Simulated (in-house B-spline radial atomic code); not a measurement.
A fraction x of an electron is removed from 2p in the chlorine ion Cl²⁺, starting from [Ne] 3s2 3p3 and keeping the highest spin. Level of theory: scalar-relativistic (X2C) BHandHLYP, spin-polarised, spherical fractional occupations, Fermi nucleus of rms radius 3.3654 fm; calculated with an all-electron radial atomic-structure program (B-spline basis).

Caution: exact exchange at fractional occupations of open shells leaves self-interaction of up to several eV.

```json
{"x": "0", "E(x) - E(0) (eV)": "0.0000", "2p down level (eV)": "-233.035"}
{"x": "0.1", "E(x) - E(0) (eV)": "23.4564", "2p down level (eV)": "-236.096"}
{"x": "0.16", "E(x) - E(0) (eV)": "37.6775", "2p down level (eV)": "-237.944"}
{"x": "0.32", "E(x) - E(0) (eV)": "76.1455", "2p down level (eV)": "-242.916"}
{"x": "0.41", "E(x) - E(0) (eV)": "98.1348", "2p down level (eV)": "-245.739"}
{"x": "0.5", "E(x) - E(0) (eV)": "120.3791", "2p down level (eV)": "-248.582"}
{"x": "0.56", "E(x) - E(0) (eV)": "135.3512", "2p down level (eV)": "-250.488"}
{"x": "0.74", "E(x) - E(0) (eV)": "180.9570", "2p down level (eV)": "-256.255"}
{"x": "0.78", "E(x) - E(0) (eV)": "?", "2p down level (eV)": "?"}
{"x": "0.99", "E(x) - E(0) (eV)": "?", "2p down level (eV)": "?"}
{"x": "1", "E(x) - E(0) (eV)": "248.6797", "2p down level (eV)": "-264.714"}
```

(1) What belongs in the row x = 0.78?

(2) What belongs in the row x = 0.99?

(3) Check Janak's theorem between x = 0.1 and 0.16.

Results:

(1) An energy change of 191.2330 eV; 2p down at -257.547 eV.

(2) An energy change of 246.0342 eV; 2p down at -264.385 eV.

(3) The slope of the energy is 237.02 eV; the orbital levels give 237.02 eV (-ε of the emptying orbital, averaged over the two points).
